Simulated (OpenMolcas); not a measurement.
# Nb2+: effect of correlating more closed shells

- Program: OpenMolcas
- Basis: ANO-RCC-VQZP [8s7p5d3f2g1h]
- Scalar Hamiltonian: DKH2, point nucleus
- Active space: 3 electrons in 5 orbitals (4d)
- State averaging: 2S+1 = 4 even, 10 roots; 2S+1 = 2 even, 40 roots
- Spin-orbit coupling: RASSI with atomic mean-field integrals over the reference wave functions, term energies averaged over their components

Methods on the same reference wave functions:
A. CASSCF
B. MS-CASPT2, IPEA 0.25 Eh, imaginary shift 0.1 Eh (closed shells correlated: none)
C. MS-CASPT2, IPEA 0.25 Eh, imaginary shift 0.1 Eh (closed shells correlated: 4s 4p)

Energies in cm-1 above 4d3 4F 3/2, the measured ground level; measured values from the list in Shadmi, J. Res. Natl. Bur. Stand. 70A, 435 (1966).

| Level | A | B | C | Measured |
| --- | --- | --- | --- | --- |
| 4d3 4F 3/2 | 0.0 | 0.0 | 0.0 | 0.0 |
| 4d3 4F 5/2 | 499 | 517 | 515 | 516 |
| 4d3 4F 7/2 | 1153 | 1179 | 1174 | 1177 |
| 4d3 4F 9/2 | 1930 | 1943 | 1933 | 1939 |
| 4d3 4P 1/2 [66 %] | 11336 | 9280 | 9000 | 8664 |
| 4d3 4P 5/2 | 12129 | 10410 | 9960 | 9594 |
| 4d3 2G 7/2 | 12147 | 9710 | 9200 | 9236 |
| 4d3 2G 9/2 | 12693 | 10310 | 9770 | 9804 |
| 4d3 2P 1/2 [66 %] | 15814 | 10710 | 10830 |  |
| 4d3 2H 9/2 | 15995 | 14000 | 13070 | 12916 |
| 4d3 2H 11/2 | 16338 | 14380 | 13410 | 13264 |
| 4d3 2D 5/2(1) | 17817 | 13290 | 13540 | 13094 |
| 4d3 2D 3/2(1) [63 %] | 17861 | 12960 | 13290 |  |
| 4d3 2F 7/2 | 26506 | 21790 | 20670 | 19861 |
| 4d3 2F 5/2 | 26759 | 22030 | 20910 | 19975 |
| 4d3 2D 5/2(2) | 41240 | 32660 | 32810 |  |
| 4d3 2D 3/2(2) | 41531 | 33060 | 33160 |  |

Deviations, from unrounded energies. A percentage is the sum of absolute deviations over the sum of measured energies, with the sign that they share, or ± where signs differ.

```
                        Against measurement  Levels      A     B     C
             mean absolute deviation (cm-1)      12   2900   730   270
      fine structure of the ground term (%)       3   -1.4  +0.2  -0.3
other terms of the ground configuration (%)       9  +30.3  +7.5  ±2.8
```

C lies closest to measurement on these levels and A furthest from it. The largest miss of C in the table is 4d3 2F 5/2, by +930 cm-1. The ranking rests on the paired levels alone, and a cruder setting can come out closer through cancelling errors.

Between B and C the level of the table that moves most is 4d3 2F 7/2, by 1100 cm-1 (lowest in C, highest in B). Moves below CASPT2's spread within the term are not significant.

The mean deviations of B to C differ by less than CASPT2's widest spread within a term (680 cm-1), so their order carries little weight.

From A to B the spin-free energies of the other terms of 4d3 shown, above 4F, scale by factors of 0.63 to 0.87.

The lowest spin-free term lies below A's lowest term by 0.019 hartree in B, 0.318 hartree in C.

What an inner shell adds also hangs on whether the basis holds functions to correlate it.

Term energies are means over components that CASPT2 splits; among the terms shown or strongly mixed into the levels shown the widest spread is 680 cm-1 (4d3 4F, C). Levels of configurations with an s electron are missing; early in the row they begin among the upper levels of the d shell and mix with terms of their name. The CASPT2 spread within a term exceeds the gap to the next term for 4d3 2G and 4d3 4P, so the order of their levels is uncertain (figures for B; the like holds for C). Without dynamic correlation excited terms often stand tens of per cent too high (terms of higher spin than the ground term too low), and those without a measured partner can miss by more than the paired ones (holds for A). Computed and measured levels are paired by configuration, term and J; levels that our copy of the source lacks, or whose pairing is in doubt (as where it misses far off the trend of its configuration), stay unpaired and out of the deviations. Levels of configurations outside the active space are missing. Levels that lie high or do not pair safely by name in every column are left out.

A share in square brackets marks a mixed level and gives the weight of the term that names it, the lowest over the columns. A number in round brackets counts repeated terms of one configuration in the order of the reference energies.
